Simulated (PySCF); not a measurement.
ClGa (SMILES [Cl][Ga]), singlet, geometry from GFN2-xTB (such geometries of metal compounds can be far from the true shape). Base run: PBE0/def2-SVPD in PySCF.

PySCF was given this input:
```python
from pyscf import gto, scf, dft, solvent

mol = gto.Mole()
mol.atom = '''
    Ga   -0.000000   -0.000000   -0.768265
    Cl    0.000000    0.000000    1.400953
'''
mol.basis = 'def2-svpd'
mol.charge = 0
mol.spin = 0
mol.verbose = 4
mol.build()

mf = dft.RKS(mol)
mf.xc = 'pbe0'
mf.kernel()
```

The base run was repeated with changes; each row names its change, and settings that it needs were set with it.

```csv
change,ΔE vs base (kJ/mol),dipole (D),HOMO-LUMO gap (eV)
base,0.00,2.12,5.84
model = IEF-PCM; solvent = tetrahydrofuran,-14.04,2.86,5.98
model = IEF-PCM; solvent = tetrahydrofuran; vdw_scale = 1.4,-7.52,2.63,5.93
model = IEF-PCM; solvent = 2-propanol,-16.17,2.98,6.01
model = IEF-PCM; solvent = tetrahydrofuran; vdw_scale = 1.0,-29.3,3.20,6.05
model = C-PCM; solvent = tetrahydrofuran,-14.77,2.89,5.99
model = IEF-PCM; solvent = tetrahydrofuran; r_probe = 0.5,-6.14,2.57,5.92
model = COSMO; solvent = tetrahydrofuran,-13.66,2.83,5.98
model = IEF-PCM; solvent = chloroform,-12.23,2.77,5.96
model = IEF-PCM; solvent = tetrahydrofuran; lebedev_order = 11,-13.98,2.86,5.98
model = IEF-PCM; solvent = tetrahydrofuran; vdw_scale = 1.1,-20.04,3.02,6.02
model = ddCOSMO; solvent = tetrahydrofuran,-11.46,2.80,5.97
```

The base is the gas phase, so ΔE is the electrostatic part of solvation at a fixed geometry, without cavity and dispersion terms.
